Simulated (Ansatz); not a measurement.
Consider the ligand exchange at the Si–O bond: `N[SiH2][O][SnH3]` + `N[SiH](F)S` → `N[SiH2]S[SiH](N)F` + `[OH][SnH3]`.

Calculated with Ansatz (gas phase, PBE0-D4/def2-TZVP geometries, no zero-point term in ΔE). CCSD(T)/CBS adds triple-zeta CCSD(T) − MP2 to the extrapolated MP2 energy (def2 sets, frozen cores). DFT in def2-TZVPP. B3LYP here is the variant with VWN-RPA as its local correlation; programs differ in this. Elements past krypton have def2 core potentials. For Sn outer-core shells are correlated without core-valence functions, which leaves a few kJ/mol of doubt a bond. Each species was taken in one conformer, which may not be the lowest.

**Question.** Is it downhill or uphill in electronic energy at CCSD(T)/CBS, and by how much? (An estimate is asked.)

**Answer.** Computed: Uphill: ΔE = +0.59 eV.

**Question.** What do these levels give: r2SCAN-D4, ωB97M-V, B2PLYP, PBE, B3LYP, MP2/def2-TZVPP? (An estimate is asked.)

**Answer.** Ansatz gave: r2SCAN-D4 0.51, ωB97M-V 0.56, B2PLYP 0.62, PBE 0.44, B3LYP 0.64, MP2/def2-TZVPP 0.56 eV.

Largest T1 diagnostic among the species: 0.014.

In def2-TZVPP, CCSD(T) changes the Hartree–Fock value by −0.20 eV (the triples alone add −0.04 eV) and MP2 by −0.24 eV. The D4 term adds −0.08 eV with B3LYP and −0.05 eV with PBE0; it sums over pairs of atoms, weighted by their polarisabilities, and B3LYP, whose exchange is more repulsive, gets the larger term. From PBE to PBE0 (25 % exact exchange), in def2-TZVPP and without D4, ΔE moves by +0.05 eV.
